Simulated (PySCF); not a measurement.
**Radial density of In²⁺ (indium, charge +2)**

UHF, [Kr] 4d10 5s1, 2S determinant. Calculation: PySCF 2.14, in x2c-SVPall; scalar relativity by spin-free X2C-1e.

```tsv
r (bohr)	4πr²ρ (e/bohr)	4πr²(ρα − ρβ)
0.0236	62.58	0.0042
0.0397	53.79	-0.0011
0.0667	69.99	0.0129
0.112	75.08	0.0086
0.189	55.01	0.0065
0.317	61.22	0.0224
0.534	20.17	0.0550
0.898	21.25	-0.0080
1.51	6.651	0.2857
2.54	0.9465	0.4839
4.27	0.05292	0.0528
7.19	3.181e-05	0.0000
```

Densities and radii are taken from the X2C orbitals without a picture-change correction, which distorts them close to the nucleus.

Task: Where is the radial spin density 4πr²(ρα − ρβ) most negative, and why is it negative at all?

Result: Around r = 0.898 bohr, down to -0.0080 e/bohr: exchange with the open shell polarises the paired shells in an unrestricted calculation.
